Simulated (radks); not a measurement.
Spherical quantum dot in the effective-mass picture: electrons in a parabolic well V = omega^2 r^2 / 2 with omega = 1.39, all in effective atomic units (hartree* = m*/eps^2 hartree, bohr* = eps/m* bohr), one dielectric constant everywhere. Calculated with a radial shooting solver with Libxc functionals: non-relativistic Kohn-Sham, LDA (Slater exchange, Perdew-Wang correlation), spin-polarised, spherical densities. Levels are named by radial order and angular momentum (1s, 1p, 1d, 2s, ...), and open shells are averaged over m. Results are scaled to m* = 0.037 and eps = 14.2, for which hartree* = 4.993 meV and bohr* = 20.31 nm.

N = 37, configuration 1s2 1p6 1d10 2s2 1f14 2p(up 3, down 0). This is the lowest configuration that the search found. Occupied and some empty levels:

| level | occupation | eigenvalue (meV) | <r> (nm) |
|---|---|---|---|
| 1s up | 1 | 97.490 | 30.94 |
| 1s down | 1 | 97.736 | 31.55 |
| 1p up | 3 | 100.26 | 38.90 |
| 1p down | 3 | 100.41 | 39.20 |
| 1d up | 5 | 103.37 | 44.41 |
| 1d down | 5 | 103.47 | 44.47 |
| 2s up | 1 | 104.00 | 38.47 |
| 2s down | 1 | 104.24 | 38.08 |
| 1f up | 7 | 106.80 | 48.62 |
| 1f down | 7 | 106.89 | 48.59 |
| 2p up | 3 | 107.85 | 42.61 |
| 2p down | 0 | 108.10 | 42.68 |
| 1g up | 0 | 110.53 | 52.08 |
| 1g down | 0 | 110.63 | 52.02 |
| 2d up | 0 | 111.98 | 46.62 |
| 2d down | 0 | 112.17 | 46.84 |
| 3s up | 0 | 112.55 | 43.46 |
| 3s down | 0 | 112.74 | 43.44 |

Energy (meV): total 2475.38, kinetic 250.66, external 910.98, Hartree 1415.2, exchange-correlation -101.44.
